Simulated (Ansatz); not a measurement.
Wavefunction ladder for C6H16F2N2Zr, SMILES `CC[N](C)[Zr]([F])([F])[N](C)CC`

```json
{"atom": "C1", "x (Å)": "2.367", "y (Å)": "2.555", "z (Å)": "0.144"}
{"atom": "C2", "x (Å)": "1.598", "y (Å)": "1.783", "z (Å)": "1.205"}
{"atom": "N3", "x (Å)": "1.002", "y (Å)": "0.545", "z (Å)": "0.737"}
{"atom": "C4", "x (Å)": "1.945", "y (Å)": "-0.493", "z (Å)": "0.410"}
{"atom": "Zr5", "x (Å)": "-1.014", "y (Å)": "0.655", "z (Å)": "0.718"}
{"atom": "F6", "x (Å)": "-1.618", "y (Å)": "0.915", "z (Å)": "2.532"}
{"atom": "F7", "x (Å)": "-1.484", "y (Å)": "2.158", "z (Å)": "-0.405"}
{"atom": "N8", "x (Å)": "-1.639", "y (Å)": "-1.149", "z (Å)": "0.039"}
{"atom": "C9", "x (Å)": "-2.088", "y (Å)": "-2.153", "z (Å)": "0.979"}
{"atom": "C10", "x (Å)": "-1.696", "y (Å)": "-1.601", "z (Å)": "-1.332"}
{"atom": "C11", "x (Å)": "-1.165", "y (Å)": "-0.563", "z (Å)": "-2.301"}
{"atom": "H12", "x (Å)": "3.218", "y (Å)": "1.982", "z (Å)": "-0.228"}
{"atom": "H13", "x (Å)": "2.753", "y (Å)": "3.491", "z (Å)": "0.557"}
{"atom": "H14", "x (Å)": "1.718", "y (Å)": "2.794", "z (Å)": "-0.701"}
{"atom": "H15", "x (Å)": "0.800", "y (Å)": "2.437", "z (Å)": "1.596"}
{"atom": "H16", "x (Å)": "2.248", "y (Å)": "1.580", "z (Å)": "2.070"}
{"atom": "H17", "x (Å)": "2.581", "y (Å)": "-0.233", "z (Å)": "-0.446"}
{"atom": "H18", "x (Å)": "1.414", "y (Å)": "-1.413", "z (Å)": "0.158"}
{"atom": "H19", "x (Å)": "2.610", "y (Å)": "-0.710", "z (Å)": "1.258"}
{"atom": "H20", "x (Å)": "-3.130", "y (Å)": "-2.447", "z (Å)": "0.792"}
{"atom": "H21", "x (Å)": "-1.472", "y (Å)": "-3.061", "z (Å)": "0.920"}
{"atom": "H22", "x (Å)": "-2.033", "y (Å)": "-1.782", "z (Å)": "2.008"}
{"atom": "H23", "x (Å)": "-2.730", "y (Å)": "-1.864", "z (Å)": "-1.601"}
{"atom": "H24", "x (Å)": "-1.111", "y (Å)": "-2.529", "z (Å)": "-1.432"}
{"atom": "H25", "x (Å)": "-0.125", "y (Å)": "-0.306", "z (Å)": "-2.075"}
{"atom": "H26", "x (Å)": "-1.759", "y (Å)": "0.354", "z (Å)": "-2.276"}
{"atom": "H27", "x (Å)": "-1.190", "y (Å)": "-0.944", "z (Å)": "-3.324"}
```

The species carries charge 0 and has multiplicity 1. Correlated methods include outer-core shells of Zr, which these sets cover unevenly. Zr: def2 effective core potential. Geometry: relaxed with PBE0-D4/def2-TZVP. It is one conformer, not always the lowest. Frozen core, restricted reference, Ansatz 0.2.0.

| basis | HF (Eh) | MP2 corr. |
| --- | --- | --- |
| def2-SVP | -590.63796 | -1.84098 |
| def2-TZVPP | -591.27994 | -2.34606 |
| def2-QZVPP | -591.30973 | -2.53991 |

**Question.** Estimate the CCSD correlation energy and the (T) correction in each basis where they were run (hartree).

**Answer.** 
| basis | CCSD corr. | (T) |
| --- | --- | --- |
| def2-SVP | -1.93244 | -0.05955 |
| def2-TZVPP | -2.40960 | -0.09824 |
